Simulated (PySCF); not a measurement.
**Molecular orbitals of SiAs⁺**

UHF at R = 2.328 Å; PySCF, no relativity, basis sets Si def2-TZVPPD, As def2-TZVPPD. State: ³Σ⁻ (triplet), unpaired electrons π ↑↑. Only the outer orbitals are listed, counted within each symmetry.

| spin | orbital | occ. | ε (eV) | on Si (%) | main shells (%) |
| --- | --- | --- | --- | --- | --- |
| α | 10σ | 1 | -28.98 | 16 | 79 As s, 12 Si s |
| α | 11σ | 1 | -21.61 | 67 | 67 Si s, 20 As s, 11 As p |
| α | 5π | 1 | -16.10 | 17 | 81 As p, 14 Si p |
| α | 5π | 1 | -16.10 | 17 | 81 As p, 14 Si p |
| α | 12σ | 1 | -15.52 | 53 | 44 As p, 38 Si p, 13 Si s |
| α | 6π | 0 | -5.97 | 81 | 80 Si p, 16 As p |
| α | 6π | 0 | -5.97 | 81 | 80 Si p, 16 As p |
| α | 13σ | 0 | -2.43 | 29 | 64 As s, 28 Si d |
| β | 10σ | 1 | -25.44 | 37 | 57 As s, 31 Si s |
| β | 11σ | 1 | -20.42 | 58 | 55 Si s, 33 As s, 8 As p |
| β | 12σ | 1 | -15.21 | 52 | 43 Si p, 43 As p |
| β | 5π | 0 | -6.64 | 71 | 69 Si p, 29 As p |
| β | 5π | 0 | -6.64 | 71 | 69 Si p, 29 As p |
| β | 6π | 0 | -3.93 | 41 | 53 As p, 28 Si p, 13 Si d |

Which are the highest filled and the lowest empty level, where do they sit, and how wide is the gap?

Highest filled β 12σ at -15.21 eV (in %: 43 Si p, 43 As p); lowest empty β 5π at -6.64 eV (in %: 69 Si p, 29 As p); the gap at UHF is 8.57 eV.

```
bond order (Mayer)                                                                                                 : 1.42
⟨S²⟩                                                                                                               : 2.016
charge on Si (Mulliken, basis-dependent)                                                                           : 0.82
charge on Si (Löwdin, basis-dependent)                                                                             : 0.51
dipole moment (positive dipole points towards As; it is taken about the centre of mass and depends on that origin) : -4.11 D
polarisability along the bond                                                                                      : 76.2 bohr³
polarisability across the bond                                                                                     : 35.4 bohr³
```

Spin–orbit coupling is left out. The state is the lowest determinant that a PBE0 search found; another state may lie lower at other levels.
